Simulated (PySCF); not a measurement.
## Spin-Hamiltonian simulation

Molecule: SMILES O(C1=CC1=O)C(F)F, C4H2F2O2.

Molfile (atoms numbered from 1):
```
C4H2F2O2
     RDKit          3D

 10 10  0  0  0  0  0  0  0  0999 V2000
    1.7336   -1.5891   -1.0255 O   0  0  0  0  0  0  0  0  0  0  0  0
    1.3968   -0.4752   -0.7775 C   0  0  0  0  0  0  0  0  0  0  0  0
    1.5317    0.9466   -0.8174 C   0  0  0  0  0  0  0  0  0  0  0  0
    0.4674    0.4340   -0.1598 C   0  0  0  0  0  0  0  0  0  0  0  0
   -0.6193    0.7558    0.5381 O   0  0  0  0  0  0  0  0  0  0  0  0
   -1.3965   -0.2827    1.0000 C   0  0  0  0  0  0  0  0  0  0  0  0
   -1.4735   -0.2110    2.3364 F   0  0  0  0  0  0  0  0  0  0  0  0
   -2.6441   -0.1343    0.5339 F   0  0  0  0  0  0  0  0  0  0  0  0
    2.0336    1.8423   -1.1071 H   0  0  0  0  0  0  0  0  0  0  0  0
   -1.0207   -1.2817    0.7138 H   0  0  0  0  0  0  0  0  0  0  0  0
  1  2  2  0
  2  3  1  0
  3  4  2  0
  4  5  1  0
  5  6  1  0
  6  7  1  0
  6  8  1  0
  4  2  1  0
  3  9  1  0
  6 10  1  0
M  END
```

Method: σ from GIAO-PBE0/pcSseg-1, GFN2-xTB geometry, J couplings at B3LYP/pcJ-1 (spin–dipole term only in couplings to heteroatoms), in PySCF 2.14.0 with density-fitted response routines (non-relativistic, rapidly exchanging positions averaged, single conformer, no solvent).

Shifts are taken against calculated references (same method and geometry level): $^{1}$H vs TMS.

Shifts (ppm): F7/F8 -91.3, H9 6.62, H10 7.14.
Couplings (Hz): F7–F8: 123.7; F7–H9, F8–H9: -0.4; F7–H10, F8–H10: 74.8; H9–H10: -0.2.

The 4-spin Hamiltonian (Zeeman plus full scalar coupling among like nuclei) was diagonalised exactly; lines are Lorentzian, 0.7 Hz wide, and the maxima above 3 % are listed with the tallest set to 100.

(1) Give the $^{1}$H peak list of this spin system at 200 MHz.

(2) And at 600 MHz?

Answers

(1) 
δ in ppm (height): 7.514 (34), 7.140 (67), 6.766 (34), 6.620 (100)

(2) 
Hz from δ = 0 (height): 4358.8 (34), 4284.0 (67), 4209.2 (34), 3972.0 (100)
